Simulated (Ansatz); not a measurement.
Born–Oppenheimer molecular dynamics of C₂H₈F₂OSi₂ (15 atoms, charge 0, multiplicity 1). It starts from a relaxed structure.

The calculation used Ansatz 0.2.0, RKS PBE/STO-3G.

```
ensemble        : NVT, Langevin thermostat
time step       : 0.5 fs
steps asked     : 214
set temperature : 500 K
friction        : 0.02 /fs
seed            : 55106
```

First frame:

```xyz
15
Properties=species:S:1:pos:R:3
C -0.500 -1.315 1.938
Si 0.592 -1.520 0.404
F 2.187 -1.361 0.849
Si 0.017 -0.015 -1.248
F -1.582 -0.160 -1.697
C 0.285 1.817 -0.701
O -0.085 2.838 -1.710
H -0.226 -2.037 2.726
H -1.559 -1.488 1.682
H -0.422 -0.303 2.371
H 0.401 -2.894 -0.083
H 0.831 -0.237 -2.451
H 1.371 1.976 -0.512
H -0.231 2.004 0.277
H -1.102 2.644 -1.815
```

**Question.** What does the run give?

**Answer.** The run went to its last step.

```
steps done                                               : 214
time covered                                             : 107 fs
mean temperature over the second half                    : 488 K
spread of the potential energy over the second half      : 6.7 meV per atom
mean potential energy of the second half above the start : 49.3 meV per atom
```

A run of 0.11 ps of so small a system gives no equilibrium averages. Limits of this set-up: minimal basis.

**Question.** What happens to the structure?

**Answer.** The same pairs are bonded in the first frame and the last. Pairs count as bonded within 1.25 times the sum of covalent radii (0.12 Å more for H–H). This is one draw of velocities; another would differ in detail.

**Question.** How do temperature and energy run in time?

**Answer.** 
```tsv
time (fs)	T (K)	potential energy less start (eV)
0	467	0.000
8.5	286	0.576
17	359	0.631
25.5	380	0.609
34	422	0.535
42.5	372	0.502
51	307	0.653
59.5	374	0.689
68	467	0.618
76.5	487	0.664
85	485	0.738
93.5	559	0.899
102	593	0.788
```

The run took 20 min on 1 thread of Intel(R) Xeon(R) Platinum 8259CL CPU @ 2.50GHz (Skylake/Cascade Lake) (shared host), peak memory 0.11 GiB.
